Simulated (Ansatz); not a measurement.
Compare A (`B/C=N/C`) with its isomer B (`BCC=N`).

Calculated with Ansatz (gas phase, PBE0-D4/def2-TZVP geometries, no zero-point term in ΔE). CBS: MP2 limit from def2 TZ/QZ plus the TZ coupled-cluster correction, frozen cores. DFT in def2-TZVPP. B3LYP here is the variant with VWN-RPA as its local correlation; programs differ in this. One conformer a species, not always the lowest.

(1) Which isomer does CCSD(T)/CBS put lower? Give the gap. (An estimate is asked.)

(2) Give E(B) − E(A) in kcal/mol with ωB97M-V, CCSD(T)/def2-TZVPP, PBE-D4, LDA (SPW92), CCSD/def2-TZVPP, MP2/def2-TZVPP, B3LYP-D4. (An estimate is asked.)

(3) Does the order hold for the free energy at 298.15 K (harmonic terms from PBE0-D4)? (An estimate is asked.)

Largest T1 diagnostic: 0.012.

Answers

(1) Computed: B, by 8.4 kcal/mol.

(2) The calculation gave: ωB97M-V -8.9, CCSD(T)/def2-TZVPP -8.1, PBE-D4 -8.0, LDA (SPW92) -8.9, CCSD/def2-TZVPP -8.4, MP2/def2-TZVPP -8.6, B3LYP-D4 -7.3. None reverses the order clearly.

(3) The calculation gave: Yes: G(B) − G(A) = -8.2 kcal/mol, for one conformer each.

At CCSD(T), def2-SVP lies +2.0 kcal/mol from the extrapolated value and def2-TZVPP +0.4 kcal/mol. From PBE to PBE0 (25 % exact exchange), in def2-TZVPP and without D4, E(B) − E(A) moves by −0.8 kcal/mol.
